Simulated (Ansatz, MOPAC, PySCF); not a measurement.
Dimer: CH5N (SMILES CN) (first 7 atoms) with H2Se (SMILES [SeH2]); geometry from B3LYP-D3(BJ)/def2-TZVP, rigid monomers moved along the line of their centres of mass till N2···Se8 is 3.59 Å.
(charge 0, multiplicity 1):
```xyz
10

C      0.4227    -0.0841    -0.1717
N     -0.5639     0.6409     0.6284
H      0.0157    -1.0591    -0.4448
H      1.3108    -0.2623     0.4358
H      0.7330     0.4235    -1.0942
H     -1.4173     0.7959     0.1058
H     -0.2114     1.5501     0.9015
Se    -0.3837    -0.7425     3.9387
H     -0.8395    -1.7692     2.9973
H     -0.2579    -1.7342     5.0280
```

Interaction energies are E(AB) − E(A) − E(B) at the monomers' geometry in the complex; basis-set methods are counterpoise corrected. Rows marked so take none.

Rows in 6-31G* carry no dispersion term and start afresh at each structure (6-31G* with six Cartesian d functions); the Pople sets are all-electron and without relativity. The state that PM6, PM7 reach isn't checked; PM7 holds dispersion and hydrogen-bond terms.

Codes used: Ansatz (a first-principles code); MOPAC for PM6, PM7 (differences of heats of formation); PySCF for 6-31G* rows, the dispersion terms. Each number belongs to the level named beside it.

Problem. One of these levels gives -0.21 kcal/mol for the interaction energy. Name it.
A. PM6
B. M06-2X/6-31G* (no counterpoise)
C. B3LYP-D4/def2-TZVPPD
D. PM7

Solution. A, PM6. The others give -0.80 (PM7), -2.52 (B3LYP-D4/def2-TZVPPD), -3.32 (M06-2X/6-31G* (no counterpoise))
